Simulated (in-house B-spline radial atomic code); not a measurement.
Configurations of P2+, with energies counted from [Ne] 3s2 3p1. Method: non-relativistic CAM-B3LYP, spin-polarised, spherical fractional occupations, point nucleus. Calculated with a radial B-spline atomic code at the basis-set limit. Shells without spins written out take the highest spin.

Caution: exact exchange at fractional occupations of open shells leaves self-interaction of up to several eV.

Occupations are held fixed; configurations that lie above the ionisation limit could autoionise.

| configuration | E - E(ref) (eV) | highest orbital | its <r> (bohr) |
| --- | --- | --- | --- |
| [Ne] 3s2 4p1 | 16.392 | 4p up | 4.705 |
| [Ne] 3s(0 up, 1 down) 3p(0 up, 1 down) 3d(0 up, 1 down) | 22.293 | 3d down | 2.563 |
| [Ne] 3s1 3p1 4f1 | 31.856 | 4f up | 6.111 |
| [He] 2s2 2p5 3s2 3p2 | 136.22 | 3p up | 1.8 |
| [He] 2s2 2p5 3s2 3p1 4s1 | 154.12 | 4s up | 3.824 |

Q: Order these further configurations by energy, lowest first.
A. [He] 2s2 2p5 3s2 3p1 4d1
B. [Ne] 3s(0 up, 1 down) 3p(1 up, 0 down) 4f(0 up, 1 down)
C. [Ne] 3s2 4s(0 up, 1 down)
D. [He] 2s2 2p(3 up, 2 down) 3s2 3p(1 up, 0 down) 4f(1 up, 0 down)
E. [He] 2s2 2p5 3s2 3p1 3d1

A: C (12.636 eV), B (33.536 eV), E (152.85 eV), A (161.87 eV), D (163.78 eV).

Q: How far above the reference does [He] 2s2 2p5 3s2 3p1 4p1 lie?

A: 158.02 eV; its least bound orbital is 4p up with <r> = 4.425 bohr.
